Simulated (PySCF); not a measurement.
How methods differ on the excitation energy of Hg⁺

Hg⁺ [Xe] 4f14 5d10 6s1 (2S) → Hg⁺ [Xe] 4f14 5d10 6p1 (2P), as a difference of total energies. Computed with PySCF 2.14 in x2c-TZVPPall (11s7p7d3f1g, 97 functions), with scalar relativity by spin-free X2C-1e. Correlated levels: valence and next inner shell: [Kr] 4d10 4f14 frozen. The calculations carry no spin-orbit coupling.

```json
{"method": "UHF", "excitation energy (eV)": "6.541", "error (eV)": "-0.596"}
{"method": "MP2 (valence and next inner shell)", "excitation energy (eV)": "7.283", "error (eV)": "+0.146"}
{"method": "SCS-MP2 (valence and next inner shell)", "excitation energy (eV)": "7.187", "error (eV)": "+0.050"}
{"method": "CCSD (valence and next inner shell)", "excitation energy (eV)": "7.071", "error (eV)": "-0.066"}
{"method": "CCSD(T) (valence and next inner shell)", "excitation energy (eV)": "7.081", "error (eV)": "-0.056"}
```

Reference: 7.137 eV (measured; NIST levels, between the centres of gravity of the two terms).

Errors of the correlated levels include the incompleteness of this basis and the frozen core.

The basis was made for the ground configuration and has no added diffuse functions, so the excitation energy can come out too high.
